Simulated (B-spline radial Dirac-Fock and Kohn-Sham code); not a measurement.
ΔSCF core binding energies without Breit or QED terms, calculated with a radial B-spline solver.

A sound run for the free xenon atom, [Kr] 4d10 5s2 5p6: The ground state converged in 11 iterations, with total energy -7446.89846 Ha, virial ratio 1.94128 and highest orbital energy -11.97 eV. ΔSCF binding energies: K (1s) 34686.9 eV, L3 (2p3/2) 4796.0 eV, M5 (3d5/2) 676.7 eV.

A second run, with one unsound setting: The ground state had not converged after 71 iterations, with total energy -7446.50494 Ha, virial ratio 1.93619 and highest orbital energy -8.18 eV. ΔSCF binding energies: K (1s) 34707.8 eV, L3 (2p3/2) 4813.7 eV, M5 (3d5/2) 689.0 eV (not all states converged, so these are not final).

```
iter   energy (Ha)        error
   1    -7443.38028666  1.84e+00
   2    -7445.76894743  2.41e-01
   3    -7445.78611312  2.39e-01
   4    -7445.80301651  2.37e-01
   5    -7445.81966164  2.35e-01
   6    -7445.83605251  2.33e-01
   7    -7445.85219305  2.31e-01
   8    -7445.86808711  2.30e-01
   9    -7445.88373852  2.28e-01
  17    -7446.00065085  2.13e-01
  25    -7446.10404047  2.00e-01
  33    -7446.19548270  1.88e-01
  41    -7446.27636635  1.76e-01
  49    -7446.34791649  1.65e-01
  57    -7446.41121434  1.55e-01
  65    -7446.46721462  1.45e-01
  71    -7446.50493693  1.38e-01
```

Q: Which fault fits the second run best?
A. too few quadrature points
B. functional not served
C. mesh too coarse
D. damping too heavy

A: D. The input had damp = 0.995; ndamp = 100: damp is so close to 1 that the orbitals hardly move in each step.
